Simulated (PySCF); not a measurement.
Input of an EPR job (settings, then geometry in Å):

```
{"job": {"kind": "epr", "basis": "pcH-1"}, "charge": 0, "multiplicity": 2}
C      2.242821     0.166973    -1.616615
C      1.787612    -0.324401    -0.327140
C      0.767643    -0.460732     0.448524
C     -0.681441    -0.057129     0.091314
C     -1.574669    -1.290670     0.165895
C     -1.085525     0.995371     1.072729
N     -1.131047     2.239416     0.902889
H      1.532619     0.877004    -2.058088
H      2.380389    -0.664570    -2.308660
H      3.199006     0.680722    -1.506092
H      0.848137    -0.906923     1.431255
H     -0.684673     0.354753    -0.923462
H     -1.564067    -1.708739     1.170513
H     -2.600228    -1.030320    -0.090576
H     -1.225210    -2.051215    -0.529462
H     -1.340809     0.638619     2.067618
H     -0.877555     2.553871    -0.034158
```

Computed, not measured: UKS B3LYP, pcH-1 on C H N, non-relativistic, mean-field spin-orbit, GIAO (PySCF 2.14.0). One conformer (not necessarily the lowest) at the GFN2-xTB geometry, without solvent, vibrations or thermal averaging. A GFN2-xTB geometry isn't a minimum of the functional, and hyperfine couplings can be far from their values at a DFT geometry.

Output of the driver script. The program numbers atoms from 0.

```
UKS, coarse grid
  cycle   1  E = -289.24702611  |g| = 3.75e-01
  cycle   2  E = -289.20228223  |g| = 5.09e-01
  cycle   3  E = -289.31467570  |g| = 1.16e-01
  cycle   4  E = -289.32015007  |g| = 4.14e-02
  cycle   5  E = -289.32093209  |g| = 1.45e-02
  cycle   6  E = -289.32103881  |g| = 6.51e-03
  cycle   7  E = -289.32107290  |g| = 2.00e-03
  cycle   8  E = -289.32108104  |g| = 1.25e-03
  cycle   9  E = -289.32108349  |g| = 4.56e-04
UKS, final grid
  cycle   1  E = -289.32108187  |g| = 4.19e-04
  cycle   2  E = -289.32108194  |g| = 5.29e-04
  cycle   3  E = -289.32108209  |g| = 1.42e-04
  cycle   4  E = -289.32108212  |g| = 1.27e-04
  cycle   5  E = -289.32108215  |g| = 4.71e-05
  cycle   6  E = -289.32108215  |g| = 1.55e-05
E = -289.32108215 Eh   <S^2> = 0.7583 (exact 0.7500)
g shifts (ppm)      1          2          3
  rmc          -153       -153       -153
  gc             38          2         -9
  oz_so        -520          2        725
  total        -636       -149        563
hyperfine (MHz)  atom isotope    a_iso     a_fc   dipolar eigenvalues
    0   13C      12.41      12.41     -4.57     -3.37      7.94
    1   13C     256.96     256.96    -81.28    -61.56    142.85
    2   13C     -11.29     -11.29    -17.11      1.42     15.69
    3   13C      66.93      66.93     -9.38     -8.51     17.88
    4   13C      -6.49      -6.49     -0.39     -0.34      0.73
    5   13C      -4.95      -4.95     -1.50      0.04      1.46
    6   14N       0.66       0.66     -0.95     -0.86      1.81
    7    1H     129.99     129.99     -5.38     -2.01      7.39
    8    1H       9.61       9.61     -6.17     -4.54     10.71
    9    1H      60.58      60.58     -6.73     -5.64     12.38
   10    1H     111.26     111.26     -6.04     -5.12     11.15
   11    1H      -6.63      -6.63     -6.15     -0.29      6.44
   12    1H       0.32       0.32     -1.37     -0.86      2.24
   13    1H       6.36       6.36     -1.09     -0.67      1.76
   14    1H       2.56       2.56     -1.58     -1.21      2.79
   15    1H       1.29       1.29     -1.14     -0.93      2.07
   16    1H      -0.56      -0.56     -1.34      0.15      1.18
```

|g| in the SCF lines is the orbital gradient. In the g block, columns 1 to 3 are the principal axes in rising order; rmc is the relativistic mass correction, gc the gauge correction and oz_so the orbital-Zeeman/spin–orbit term. a_fc is the Fermi-contact part of a_iso, here all of it, since this run has no spin–orbit term in the hyperfine coupling.

**Question.** Is the state sound, as far as the log shows?

**Answer.** The SCF converged after 15 cycles in all, 9 of them on the coarse grid; no stability test was run. The unrestricted determinant has ⟨S²⟩ = 0.7583 (exact 0.7500), so spin contamination is small.

**Question.** What are the principal g values and g_iso?

**Answer.** Adding the total shifts to 2.002319 gives 2.00168, 2.00217, 2.00288; their mean shift is -74 ppm, so g_iso = 2.00225.

**Question.** Which couplings shape the isotropic spectrum at natural abundance (0.05 mT or more)? Keep the log's numbering.

**Answer.** atom 10 (1H, I = 1/2): 111.3 MHz = 3.97 mT in magnitude, a 1:1 doublet; atoms 7, 8, 9 (1H, I = 1/2): mean 66.7 MHz = 2.38 mT in magnitude, a 1:3:3:1 quartet; atom 11 (1H, I = 1/2): -6.6 MHz = 0.24 mT in magnitude, a 1:1 doublet; atoms 12, 13, 14 (1H, I = 1/2): mean 3.1 MHz = 0.11 mT in magnitude, a 1:3:3:1 quartet. Together 64 lines to first order. Means are taken over nuclei equivalent by connectivity, which assumes that they swap fast. The three 1H nuclei of mean +66.7 MHz run from 9.6 to 130.0 MHz in the frozen geometry. The three 1H nuclei of mean +3.1 MHz run from 0.3 to 6.4 MHz in the frozen geometry.

**Question.** What are the principal values of the full tensor of atom 3 (13C)?

**Answer.** a_iso plus each dipolar eigenvalue: 57.56, 58.43, 84.82 MHz.

The species is `[H]/N=C\[C@H](C)/C=[C]\C` [radical]. The run used 275 basis functions and 6 iterations of the response equations.

Shape of the structure used: `[H]/[N:7]=[CH:6]\[C@@H:4](/[CH:3]=[C:2]\[CH3:1])[CH3:5]`: C2–C3–C4–C5 120°, C3–C4–C6–N7 101°.
Labels such as C1 count atoms from 1, the log's own numbers from 0.
